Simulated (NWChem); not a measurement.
All runs are NWChem calculations. System: vinylidene fluoride (C$_{2}$H$_{2}$F$_{2}$), charge 0, spin multiplicity 1, at a geometry optimised with B3LYP/def2-SVP. Level: MP2/def2-TZVP, 4 core orbitals frozen.

Output (cleaned and shortened):

```
             Northwest Computational Chemistry Package (NWChem) 7.3.0
             --------------------------------------------------------

                                NWChem Input Module
                                -------------------

 Scaling coordinates for geometry "geometry" by  1.889725989
 (inverse scale =  0.529177249)

 Turning off AUTOSYM since
 SYMMETRY directive was detected!

                             Geometry "geometry" -> ""
                             -------------------------

 Output coordinates in angstroms (scale by  1.889725989 to convert to a.u.)

  No.       Tag          Charge          X              Y              Z
 ---- ---------------- ---------- -------------- -------------- --------------
    1 C                    6.0000     0.00000000     0.00000000    -1.38647700
    2 C                    6.0000     0.00000000     0.00000000    -0.06024200
    3 F                    9.0000     1.07986100     0.00000000     0.69626700
    4 F                    9.0000    -1.07986100     0.00000000     0.69626700
    5 H                    1.0000    -0.94543400     0.00000000    -1.92624200
    6 H                    1.0000     0.94543400     0.00000000    -1.92624200

 Effective nuclear repulsion energy (a.u.)     117.5680847079

            Nuclear Dipole moment (a.u.)
            ----------------------------
        X                 Y               Z
 ---------------- ---------------- ----------------
     0.0000000000     0.0000000000     0.0000151178

      Symmetry information
      --------------------

 Group name             C2v
 Group number             16
 Group order               4
 No. of unique centers     4

      Symmetry unique atoms

     1    2    3    5


 Summary of "ao basis" -> "" (spherical)
 ------------------------------------------------------------------------------
       Tag                 Description            Shells   Functions and Types
 ---------------- ------------------------------  ------  ---------------------
 *                         def2-tzvp                  on all atoms

 Summary of "ao basis" -> "ao basis" (spherical)
 ------------------------------------------------------------------------------
       Tag                 Description            Shells   Functions and Types
 ---------------- ------------------------------  ------  ---------------------
 C                         def2-tzvp                11       31   5s3p2d1f
 F                         def2-tzvp                11       31   5s3p2d1f
 H                         def2-tzvp                 4        6   3s1p

                                 NWChem SCF Module
                                 -----------------

  ao basis        = "ao basis"
  functions       =   136
  atoms           =     6
  closed shells   =    16
  open shells     =     0
  charge          =   0.00
  wavefunction    = RHF
  use symmetry    = T
  symmetry adapt  = T

 Summary of "ao basis" -> "ao basis" (spherical)
 ------------------------------------------------------------------------------
       Tag                 Description            Shells   Functions and Types
 ---------------- ------------------------------  ------  ---------------------
 C                         def2-tzvp                11       31   5s3p2d1f
 F                         def2-tzvp                11       31   5s3p2d1f
 H                         def2-tzvp                 4        6   3s1p

      Symmetry analysis of basis
      --------------------------

        a1         54
        a2         17
        b1         40
        b2         25

 Forming initial guess at       0.1s

      Superposition of Atomic Density Guess
      -------------------------------------

 Sum of atomic energies:        -275.17843154

      Non-variational initial energy
      ------------------------------

 Total energy =    -276.697858
 1-e energy   =    -613.605558
 2-e energy   =     219.339616
 HOMO         =      -0.280823
 LUMO         =       0.088149

      Symmetry analysis of molecular orbitals - initial
      -------------------------------------------------

  Numbering of irreducible representations:

     1 a1          2 a2          3 b1          4 b2
[...]
              MO Center= -8.8D-15, -6.7D-16, -1.4D+00, r^2= 1.7D+00
   Bfn.  Coefficient  Atom+Function         Bfn.  Coefficient  Atom+Function
  ----- ------------  ---------------      ----- ------------  ---------------
     6      0.304811  1 C  px                 9      0.250010  1 C  px
   126     -0.215343  5 H  s                132      0.215343  6 H  s

 Vector   16  Occ=2.000000D+00  E=-3.915162D-01  Symmetry=b2
              MO Center=  3.1D-16,  8.3D-15, -7.4D-01, r^2= 1.7D+00
   Bfn.  Coefficient  Atom+Function         Bfn.  Coefficient  Atom+Function
  ----- ------------  ---------------      ----- ------------  ---------------
     7      0.291473  1 C  py                10      0.288086  1 C  py
    41      0.261460  2 C  py                38      0.254568  2 C  py
    13      0.205287  1 C  py

 Vector   17  Occ=0.000000D+00  E= 1.626877D-01  Symmetry=b2
              MO Center=  4.7D-16, -5.9D-16, -8.6D-01, r^2= 2.9D+00
   Bfn.  Coefficient  Atom+Function         Bfn.  Coefficient  Atom+Function
  ----- ------------  ---------------      ----- ------------  ---------------
    13      0.950221  1 C  py                44     -0.793058  2 C  py
    41     -0.388960  2 C  py                38     -0.336462  2 C  py
    75      0.217683  3 F  py               106      0.217683  4 F  py
     7      0.201770  1 C  py

 Vector   18  Occ=0.000000D+00  E= 1.709273D-01  Symmetry=a1
              MO Center= -3.9D-17, -2.2D-16, -1.7D+00, r^2= 5.9D+00
   Bfn.  Coefficient  Atom+Function         Bfn.  Coefficient  Atom+Function
  ----- ------------  ---------------      ----- ------------  ---------------
     5      2.887831  1 C  s                127     -1.877614  5 H  s
   133     -1.877614  6 H  s                 36     -1.525283  2 C  s
     4      1.058105  1 C  s                 35     -1.004271  2 C  s
    11      0.627855  1 C  pz                67      0.579737  3 F  s
    98      0.579737  4 F  s                 42      0.494977  2 C  pz

 Vector   19  Occ=0.000000D+00  E= 1.994798D-01  Symmetry=b1
              MO Center=  1.2D-14, -1.1D-18, -2.3D+00, r^2= 5.2D+00
   Bfn.  Coefficient  Atom+Function         Bfn.  Coefficient  Atom+Function
  ----- ------------  ---------------      ----- ------------  ---------------
   127      3.282400  5 H  s                133     -3.282400  6 H  s
    12      2.923241  1 C  px                43     -0.962243  2 C  px
   126     -0.399969  5 H  s                132      0.399969  6 H  s
    67      0.307641  3 F  s                 98     -0.307641  4 F  s
     6      0.194617  1 C  px                 9     -0.186383  1 C  px

 center of mass
 --------------
 x =   0.00000000 y =   0.00000000 z =   0.15388412

 moments of inertia (a.u.)
 ------------------
         173.504304218651           0.000000000000           0.000000000000
           0.000000000000         338.165149996159           0.000000000000
           0.000000000000           0.000000000000         164.660845777508

  Mulliken analysis of the total density
  --------------------------------------

    Atom       Charge   Shell Charges
 -----------   ------   -------------------------------------------------------
    1 C    6     6.33   0.85  1.12  0.49  0.58  0.14  1.26  1.33  0.49  0.02  0.03  0.01
    2 C    6     5.53   0.85  1.12  0.52  0.48  0.01  1.12  1.03  0.10  0.06  0.19  0.03
    3 F    9     9.23   0.77  1.20  0.60  1.01  0.34  2.24  2.27  0.78  0.00  0.02  0.00
    4 F    9     9.23   0.77  1.20  0.60  1.01  0.34  2.24  2.27  0.78  0.00  0.02  0.00
    5 H    1     0.84   0.26  0.48  0.08  0.02
    6 H    1     0.84   0.26  0.48  0.08  0.02

       Multipole analysis of the density wrt the origin
       ------------------------------------------------

     L   x y z        total         open         nuclear
     -   - - -        -----         ----         -------
     0   0 0 0     -0.000000      0.000000     32.000000

     1   1 0 0      0.000000      0.000000      0.000000
     1   0 1 0      0.000000      0.000000      0.000000
     1   0 0 1     -0.560652      0.000000      0.000015

     2   2 0 0    -16.627092      0.000000     81.339871
     2   1 1 0     -0.000000      0.000000      0.000000
     2   1 0 1      0.000000      0.000000      0.000000
     2   0 2 0    -16.862395      0.000000      0.000000
     2   0 1 1     -0.000000      0.000000      0.000000
     2   0 0 2    -15.142443      0.000000     98.928056

                   NWChem MP2 Semi-direct Energy/Gradient Module
                   ---------------------------------------------

  Basis functions       =    136
  Molecular orbitals    =    136
  Frozen core           =      4
  Frozen virtuals       =      0
  Active alpha occupied =     12
  Active beta occupied  =     12
  Active alpha virtual  =    120
  Active beta virtual   =    120
  Use MO symmetry       = T
  Use skeleton AO sym   = T

  AO/Fock/Back tols     =   1.0D-09  1.0D-09  1.0D-09

 GA uses MA = F    GA memory limited = T

 Available:
  local mem=  1.26D+08
 global mem=  1.44D+08
 local disk=  0.00D+00
  mp2_memr nvloc                   120
  nvloc new                   120
   1 passes of  12:        5242880                     109703                  44864353.
   1 passes of  12: M    126151672           G      144142208           F     120908792.

 Semi-direct pass number   1 of   1  for RHF alpha+beta  at        5.0s
  vrange nnbf                  9157
  mp2_eaftype                   171  avail_ma_in_mb                  1099
 EAF : mp2_eaftype filesize         171   22432177.
  mp2_eaf for mointskh                    171
Node 0 wrote    105.5 Mb in      0.2 s     Agg I/O rate:   624.3 Mb/s
 Done moints_semi at       13.5s
  mp2_eaftype                   171  avail_ma_in_mb                   928
 EAF : mp2_eaftype filesize         171   22432177.
  mp2_eaf for kh                   171
 Done maket at       14.1s
 Done multipass loop at       14.1s

          -------------------------------------------
          SCF energy                -275.862258431629
          Correlation energy          -0.806722984531
          Singlet pairs               -0.497302212855
          Triplet pairs               -0.309420771676
          Total MP2 energy          -276.668981416160
          -------------------------------------------

          ---------------------------------------------------
                    Spin Component Scaled (SCS) MP2
          Same spin pairs                     -0.206280514450
          Same spin scaling factor             0.333333333333
          Opposite spin pairs                 -0.600442470080
          Opposite spin scaling fact.          1.200000000000
          SCS-MP2 correlation energy          -0.789291135580
          Total SCS-MP2 energy              -276.651549567209
          ---------------------------------------------------

 -----------------------
 Performance information
 -----------------------

 Timer overhead =  1.36D-07 seconds/call

               Nr. of calls         CPU time (s)                 Wall time (s)                GFlops
             ---------------    -------------------     ------------------------------   -------------------
Name         Min   Avg   Max    Min     Avg     Max     Min     Avg     Max   Mx/calls   Min     Max     Sum
mp2: moin     1     1     1    8.5     8.5     8.5      8.5     8.5     8.5     8.5      0.0     0.0     0.0
mp2: make     1     1     1   0.64    0.64    0.64     0.64    0.64    0.64    0.64      0.0     0.0     0.0
mp2: tota     1     1     1    9.3     9.3     9.3      9.3     9.3     9.3     9.3      0.0     0.0     0.0

 The average no. of pstat calls per process was 3.00D+00
 with a timing overhead of 4.08D-07s

 Task  times  cpu:       14.1s     wall:       14.1s

 Total times  cpu:       14.1s     wall:       14.1s
```

Write an NWChem input that would produce this output.

Several could match; the one computed here: 
```
start mol
memory heap 200 mb stack 900 mb global 1100 mb
geometry units angstroms nocenter noautoz
  C      0.000000     0.000000    -1.386477
  C      0.000000     0.000000    -0.060242
  F      1.079861     0.000000     0.696267
  F     -1.079861     0.000000     0.696267
  H     -0.945434     0.000000    -1.926242
  H      0.945434     0.000000    -1.926242
  symmetry group C2v
end
basis spherical
  * library def2-tzvp
end
scf
  rhf
  nopen 0
  maxiter 100
  thresh 1e-7
  semidirect memsize 60000000 filesize 0
end
mp2
  freeze core 4
end
task mp2 energy
```
